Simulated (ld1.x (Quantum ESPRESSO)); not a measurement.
## Ranking TM semilocal potentials for Ir (Z = 77)

All share these settings but for the change named:

| Quantity | Value |
| --- | --- |
| Element | Ir (Z = 77) |
| Generator | ld1.x (Quantum ESPRESSO) 7.5 |
| Type | norm-conserving Troullier–Martins (semilocal form) |
| Functional | PBE |
| Relativity | scalar-relativistic |
| Frozen core | [Kr] 4d10 4f14 |
| Valence charge | 17 |
| Reference configuration | 5s2 5p6 5d7 6s0 6p0 (charge +2) |
| Partial waves | 5s (bound): rc 1.45 bohr; 5d (bound): rc 2.05 bohr; 5f channel at 0.25 Ry: rc 1.90 bohr; 5p (bound): rc 1.75 bohr |
| Local potential | the p channel |
| Core correction | a·sin(br)/r model core inside 0.70 bohr |

Cutoff: the first of the cutoffs (Ry, on a coarse ladder) from which the occupation-weighted sum of valence levels, in a spherical-Bessel basis at the reference potential, stays within 10 and 1 mRy of its value at 400 Ry; the density cutoff is not measured.

The base gives 70 Ry.

Of 5 variants that were run, those that failed, showed a ghost or another fault, or gave nearly equal values are left out.

Question: Rank these variants from softest to hardest (loose cutoff).
A. all radii but the core radius scaled by about 0.93 (s 1.34, p 1.62, d 1.90, f 1.76 bohr)
B. all radii but the core radius scaled by about 1.13 (s 1.64, p 1.98, d 2.32, f 2.14 bohr)
C. all radii but the core radius scaled by about 0.74 (s 1.08, p 1.30, d 1.52, f 1.42 bohr)

Answer: B (45 Ry), A (90 Ry), C (140 Ry).
